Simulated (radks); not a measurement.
Task: All-electron atom: the thulium ion Tm3+ in [Xe] 4f12 (the NIST ground configuration). All-electron calculation, scalar-relativistic Kohn-Sham, BLYP, spin-polarised, spherical densities, finite nucleus; open shells are filled with parallel spins first (spin-orbit coupling, left out, can overturn this in heavy ions); Fermi nuclear charge, rms radius 5.2256 fm. Program: a radial shooting solver on a logarithmic mesh with Libxc functionals. Some entries of the table are withheld. Estimate them.

| orbital | occ. | eigenvalue (eV) | r(max) (bohr) | <1/r> (bohr^-1) |
|---|---|---|---|---|
| 1s up | 1 | -59314.92 | 0.01261 | 79.07 |
| 1s down | 1 | -59314.92 | 0.01261 | 79.07 |
| 2s up | 1 | -10035.72 | 0.07189 | 18.42 |
| 2s down | 1 | -10035.70 | 0.07189 | 18.42 |
| 2p up | 3 | -8866.435 | 0.05854 | 16.97 |
| 2p down | 3 | -8866.417 | 0.05854 | 16.97 |
| 3s up | 1 | -2282.122 | 0.2033 | 6.799 |
| 3s down | 1 | -2281.208 | 0.2032 | 6.801 |
| 3p up | 3 | -1927.963 | 0.2002 | 6.341 |
| 3p down | 3 | -1927.049 | 0.2002 | 6.343 |
| 3d up | 5 | -1490.122 | 0.1633 | 6.008 |
| 3d down | 5 | -1489.424 | 0.1632 | 6.010 |
| 4s up | 1 | -477.1880 | 0.4642 | 2.876 |
| 4s down | 1 | -475.2800 | 0.4642 | 2.875 |
| 4p up | 3 | -360.6581 | 0.4854 | 2.629 |
| 4p down | 3 | -358.7891 | 0.4854 | 2.628 |
| 4d up | 5 | (1) | (2) | (3) |
| 4d down | 5 | (4) | (5) | (6) |
| 5s up | 1 | -84.0798 | 1.080 | 1.102 |
| 5s down | 1 | -83.2533 | 1.083 | 1.096 |
| 5p up | 3 | -56.3639 | 1.229 | 0.9252 |
| 5p down | 3 | -55.7702 | 1.234 | 0.9193 |
| 4f up | 7 | -36.3293 | 0.4920 | 1.755 |
| 4f down | 5 | -34.7111 | 0.4928 | 1.743 |

Result: 
(1) 4d up eigenvalue (eV): -205.8140
(2) 4d up r(max) (bohr): 0.5006
(3) 4d up <1/r> (bohr^-1): 2.325
(4) 4d down eigenvalue (eV): -203.9921
(5) 4d down r(max) (bohr): 0.5006
(6) 4d down <1/r> (bohr^-1): 2.323
